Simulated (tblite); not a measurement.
Species: C2H9AsSSi.
Atom-mapped SMILES: `[CH3:1][S:2][SiH2:3][AsH:4][CH3:5]` (hydrogens: H6, H7, H8 on C1; H9, H10 on Si3; H11 on As4; H12, H13, H14 on C5)

Computed with GFN2-xTB (tblite), gas phase: L-BFGS steps from a force-field or distance-geometry start until the largest atomic force falls under 0.01 eV/Å.

Step 147: E = -441.6225 eV
```
atom  x, y, z in Å  |  force x, y, z in eV/Å
C1     -2.0909    0.8016   -0.3711   -0.001  -0.022  -0.027
S2     -1.2679    1.2899    1.1723    0.003   0.019   0.025
Si3    -0.3499   -0.5945    1.6802   -0.009   0.003   0.000
As4     0.9240   -1.4360   -0.0849   -0.003  -0.031  -0.037
C5      2.0330    0.1694   -0.4270   -0.025  -0.041   0.024
H6     -2.8378    0.0418   -0.1624   -0.034  -0.010   0.021
H7     -1.3566    0.4179   -1.0798    0.022   0.015  -0.008
H8     -2.5684    1.6893   -0.7733    0.015  -0.017  -0.011
H9     -1.4452   -1.5084    2.0274   -0.023   0.003   0.008
H10     0.3649   -0.2322    2.9010    0.006   0.030   0.028
H11     1.8631   -2.0578    0.9108    0.014  -0.003  -0.024
H12     3.0262   -0.1362   -0.7542    0.009   0.016  -0.016
H13     1.5778    0.7484   -1.2317    0.004   0.033   0.018
H14     2.1270    0.8062    0.4506    0.021   0.002  -0.001
```

Step 148: E = -441.6231 eV
```
atom  x, y, z in Å  |  force x, y, z in eV/Å
C1     -2.0874    0.8026   -0.3744    0.008  -0.042  -0.045
S2     -1.2831    1.2860    1.1801    0.016  -0.008   0.035
Si3    -0.3528   -0.5946    1.6861   -0.002   0.009  -0.022
As4     0.9197   -1.4356   -0.0838   -0.017  -0.008  -0.026
C5      2.0294    0.1690   -0.4293   -0.013  -0.019   0.016
H6     -2.8363    0.0405   -0.1788   -0.025   0.001   0.024
H7     -1.3441    0.4217   -1.0768    0.001   0.032   0.011
H8     -2.5610    1.6920   -0.7772    0.015  -0.020  -0.018
H9     -1.4386   -1.5174    2.0415   -0.021   0.011   0.004
H10     0.3678   -0.2274    2.9021    0.005   0.032   0.028
H11     1.8601   -2.0550    0.9113    0.018  -0.007  -0.022
H12     3.0195   -0.1385   -0.7659   -0.006   0.015  -0.018
H13     1.5703    0.7552   -1.2279    0.014   0.009   0.046
H14     2.1359    0.8010    0.4509    0.008  -0.005  -0.012
```

Step 149: E = -441.6237 eV
```
atom  x, y, z in Å  |  force x, y, z in eV/Å
C1     -2.0803    0.8023   -0.3784   -0.009  -0.052  -0.027
S2     -1.2994    1.2810    1.1899    0.019  -0.028   0.032
Si3    -0.3565   -0.5945    1.6949    0.015   0.004  -0.036
As4     0.9121   -1.4342   -0.0834   -0.033   0.019  -0.003
C5      2.0237    0.1685   -0.4324    0.002   0.014   0.010
H6     -2.8312    0.0375   -0.1976   -0.006   0.014   0.021
H7     -1.3265    0.4274   -1.0723    0.006   0.027   0.008
H8     -2.5501    1.6928   -0.7825    0.008  -0.012  -0.025
H9     -1.4327   -1.5269    2.0582   -0.014   0.024  -0.001
H10     0.3688   -0.2217    2.9077   -0.003   0.028   0.012
H11     1.8557   -2.0520    0.9089    0.021  -0.013  -0.019
H12     3.0093   -0.1405   -0.7811   -0.011   0.007  -0.013
H13     1.5620    0.7634   -1.2239    0.009  -0.010   0.063
H14     2.1445    0.7964    0.4498   -0.004  -0.021  -0.022
```

Step 150: E = -441.6243 eV
```
atom  x, y, z in Å  |  force x, y, z in eV/Å
C1     -2.0750    0.8009   -0.3818   -0.007  -0.019  -0.014
S2     -1.3110    1.2772    1.1955    0.031  -0.038   0.039
Si3    -0.3582   -0.5941    1.6998    0.029   0.005  -0.035
As4     0.9064   -1.4345   -0.0843   -0.042   0.042   0.017
C5      2.0188    0.1675   -0.4329    0.022   0.037  -0.012
H6     -2.8253    0.0345   -0.2095   -0.017  -0.001   0.015
H7     -1.3133    0.4322   -1.0696    0.011   0.015  -0.001
H8     -2.5425    1.6925   -0.7859    0.000  -0.015  -0.032
H9     -1.4279   -1.5319    2.0700   -0.010   0.029  -0.004
H10     0.3692   -0.2135    2.9103   -0.010   0.018  -0.006
H11     1.8520   -2.0522    0.9054    0.023  -0.017  -0.016
H12     3.0010   -0.1404   -0.7933   -0.020  -0.002  -0.006
H13     1.5540    0.7707   -1.2169    0.001  -0.024   0.070
H14     2.1512    0.7906    0.4511   -0.012  -0.029  -0.016
```

Question: Estimate the geometry and energy of step 151. (The exact step hangs on the optimiser's Hessian estimate; all steps are aligned on step 150, rigid shifts and turns removed.)

Answer: E = -441.6254 eV, largest force 0.082 eV/Å
```
atom  x, y, z in Å  |  force x, y, z in eV/Å
C1     -2.0662    0.7986   -0.3872   -0.031  -0.007   0.017
S2     -1.3315    1.2695    1.2058    0.035  -0.034   0.039
Si3    -0.3597   -0.5921    1.7078    0.045   0.000  -0.021
As4     0.8958   -1.4323   -0.0853   -0.050   0.056   0.033
C5      2.0118    0.1664   -0.4331    0.041   0.059  -0.027
H6     -2.8181    0.0300   -0.2304    0.001  -0.003   0.002
H7     -1.2908    0.4390   -1.0628    0.018  -0.008  -0.019
H8     -2.5297    1.6909   -0.7935   -0.008  -0.002  -0.039
H9     -1.4183   -1.5390    2.0881   -0.006   0.032  -0.005
H10     0.3710   -0.1987    2.9142   -0.018   0.004  -0.031
H11     1.8454   -2.0538    0.8972    0.023  -0.023  -0.009
H12     2.9864   -0.1416   -0.8144   -0.021  -0.010   0.011
H13     1.5411    0.7823   -1.2033   -0.016  -0.023   0.065
H14     2.1622    0.7803    0.4549   -0.010  -0.040  -0.017
```

The energy changes by -0.0010 eV. The first-order estimate −F·Δx gives -0.0014 eV and the mean of the old and new forces, exact on a quadratic surface, -0.0010 eV. The step makes an angle of 83° with the force vector and moves no atom by more than 0.026 Å.

What follows is the cost of the whole relaxation. The run took 2.1 s on one thread of an Arm Neoverse N1, no GPU, on a shared host.
